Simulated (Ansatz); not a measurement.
Ansatz results at the PBE0-D4/def2-TZVP geometry: HOMO–LUMO gap (PBE0/def2-TZVPP) 6.30 eV; HOMO energy (PBE/def2-TZVPP) -5.92 eV; HOMO–LUMO gap (B3LYP/def2-TZVPP) 5.84 eV.

Each molecule was computed in one conformer, which needn't be the lowest.

**Question.** Which molecule gave them?
A. `CN(C)[Si]Cl`
B. `C/C=N\[SiH2]Cl`
C. `CB(C)C=O`
D. `[Cl][Al]1[CH2]C[SiH2]1`

**Answer.** B. The others give `[Cl][Al]1[CH2]C[SiH2]1`: 5.37, -5.94, 5.03; `CB(C)C=O`: 5.72, -5.23, 5.27; `CN(C)[Si]Cl`: 5.50, -5.84, 5.14.

B3LYP here is the variant with VWN-RPA as its local correlation; programs differ in this.
